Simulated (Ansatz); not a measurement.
Gas-phase electronic energies from Ansatz, PBE0-D4/def2-TZVP geometries. CBS: MP2 limit from def2 TZ/QZ plus the TZ coupled-cluster correction, frozen cores. DFT in def2-TZVPP. def2 core potentials past Kr. For Sn outer-core shells are correlated without core-valence functions, which leaves a few kJ/mol of doubt a bond. One conformer a species, not always the lowest.

Reaction (redistribution): `[SiH3][SnH]([Cl])[Cl]` + `N[Si]1(F)CO1` → `[F][SnH]([SiH3])[Cl]` + `N[Si]1(Cl)CO1`

```json
{"level": "PBE-D4", "ΔE (eV)": "0.70"}
{"level": "r2SCAN", "ΔE (eV)": "0.78"}
{"level": "PBE0", "ΔE (eV)": "0.79"}
{"level": "HF/def2-QZVPP", "ΔE (eV)": "0.96"}
```

**Question.** What does CCSD(T)/CBS give? (Estimate.)

**Answer.** Ansatz gave: +0.83 eV. The listed levels differ from it by -0.13, -0.05, -0.04, 0.13 eV.

Largest T1 diagnostic among the species: 0.013.

From PBE to PBE0 (25 % exact exchange), in def2-TZVPP and without D4, ΔE moves by +0.08 eV. In def2-TZVPP, CCSD(T) changes the Hartree–Fock value by −0.13 eV (the triples alone add −0.03 eV) and MP2 by −0.12 eV.
